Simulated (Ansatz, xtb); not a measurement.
Loss of HCl: C3H9ClSi → C3H8Si + HCl

Species: C3H9ClSi `CC(C)[SiH2]Cl`, singlet; C3H8Si `CC(C)[SiH]`, singlet; HCl, singlet. 

Shapes, held fixed at every level: PBE0-D4/def2-TZVP. Flexible molecules stand in one conformer, not always the lowest. Programs: Ansatz 0.2.0, xtb 6.7.1. The zero-point and thermal change to 298 K, harmonic and unscaled (PBE0-D4/def2-TZVP), is -10.9 kJ/mol.

```tsv
level	kind	ΔH(298 K) (kJ/mol)	less CCSD(T)/CBS estimate
GFN0-xTB	semi-empirical	+448.4	+119.9
HF/def2-SVP	Hartree–Fock	+341.0	+12.5
BHLYP-D4/def2-TZVPP	global hybrid	+343.6	+15.1
wB97X-V/def2-TZVPP	range-separated hybrid	+337.8	+9.3
B2PLYP/def2-TZVPP	double hybrid	+323.3	-5.2
MP2/def2-SVP	perturbation theory	+333.0	+4.5
MP2/def2-TZVPP	perturbation theory	+337.3	+8.8
CCSD(T)/def2-SVP	coupled cluster or CI	+316.0	-12.5
CCSD(T)/CBS estimate	coupled cluster or CI	+328.5	0.0
```

The highest level, CCSD(T)/CBS estimate, gives ΔH(298 K) = +328.5 kJ/mol; the levels span +316.0 to +448.4. GFN0-xTB strays far from the other rows. The column of differences is taken from that level and isn't an error. No measured value is set beside it here. The CBS estimate extrapolates MP2 from def2-TZVPP and def2-QZVPP and adds CCSD(T) − MP2 in the triple-zeta set, cores frozen.
